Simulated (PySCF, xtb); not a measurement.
C3H9BN2, SMILES C=CCB(N)N. One conformer was computed; it need not be the lowest.

Harmonic wavenumbers (cm⁻¹) from GFN2-xTB in xtb at its own minimum, in rising order: 14, 75, 177, 296, 342, 369, 418, 469, 471, 492, 518, 620, 781, 792, 861, 881, 888, 956, 1021, 1060, 1183, 1228, 1276, 1301, 1404, 1420, 1485, 1542, 1544, 1712, 2964, 2994, 3039, 3091, 3112, 3509, 3512, 3557, 3562.

Q: What does TPSSh-D3(BJ)/def2-SVP in PySCF give at its own minimum? (Estimate from the structure and the level; the computed values follow.)

A: 59, 93, 210, 304, 318, 375, 383, 405, 462, 507, 614, 637, 785, 826, 869, 914, 923, 952, 1031, 1065, 1188, 1220, 1310, 1318, 1418, 1430, 1457, 1599, 1611, 1704, 3012, 3061, 3121, 3132, 3222, 3574, 3588, 3679, 3689. Paired by order, the mean absolute difference is 38 cm⁻¹ and the zero-point energies are 78.5 and 80.2 kcal/mol.
